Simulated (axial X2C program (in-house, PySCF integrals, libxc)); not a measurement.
**Which molecule has these constants?**

Calculated with an axial X2C code built on PySCF integrals, spin-free (one-electron X2C) or two-component (2c: spin–orbit coupling with atomic mean-field Coulomb and Gaunt terms, which also bring small scalar terms), in Dyall basis sets with cores contracted in-house; open shells are unrestricted.

A two-component PBE0 calculation in a Dyall 3-zeta basis gave Re = 2.237 Å, ωe = 380.7 cm⁻¹, De = 3.77 eV, dipole magnitude 2.91 D, Ω = 3.

Which molecule is it?
A. BrCl
B. GeCl
C. MnCl
D. GaCl
E. TiCl

C. The others have TiCl 2.253 Å and 410.4 cm⁻¹ (Ω = 3/2); GaCl 2.218 Å and 357.5 cm⁻¹ (Ω = 0); GeCl 2.178 Å and 399.5 cm⁻¹ (Ω = 1/2); BrCl 2.139 Å and 455.1 cm⁻¹ (Ω = 0).

Each entry is the lowest single determinant of a limited PBE0 search at one distance. De goes to single-determinant-based atoms at the same level (for ions the charge split of lowest energy) and is withheld (n/a) where an atom does not fit its ground term or J level. Main or longest-lived isotopes. One determinant is a doubtful description, or other states lie close, for MnCl, TiCl; these need not be ground states, and all values refer to the states named. Some open-shell Ω = 0 determinants are out of reach, so the Ω given for MnCl need not be the lowest component. With several unpaired electrons the Ω given is that of one determinant, not necessarily of the lowest component. Some light 2c atoms are not at their ground J level, so De misses part of their lowering (0.04 eV or less). The functionals have no current term, which raises determinants with orbital currents.
